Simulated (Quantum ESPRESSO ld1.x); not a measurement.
Values are calculated unless marked as measured or tabulated.
Task: The arsenic ion As+, 32 electrons, occupied as [Ar] 3d10 4s2 4p2 (the NIST ground configuration). Level of theory: scalar-relativistic Kohn-Sham, LDA (Slater exchange, Perdew-Zunger correlation), spin-unpolarised, spherical densities, point nucleus (ld1.x of Quantum ESPRESSO 7.5). Some entries of the table are withheld. Estimate them.

orbital,occ.,eigenvalue (Ry),<r^2> (bohr^2),r(max) (bohr)
1s,2,-860.575,0.002794,(1)
2s,2,-109.820,0.04864,0.1703
2p,6,-96.4910,0.03853,0.1363
3s,2,-14.6486,0.4144,0.5222
3p,6,(2),0.4490,0.5210
3d,10,-3.72460,0.5808,0.4750
4s,2,-1.73510,3.997,(3)
4p,2,-0.99552,6.145,1.891
5s,0,-0.36333,29.34,4.540
4d,0,-0.24249,25.36,3.646

Result: 
(1) 1s r(max) (bohr): 0.02978
(2) 3p eigenvalue (Ry): -10.5264
(3) 4s r(max) (bohr): 1.587
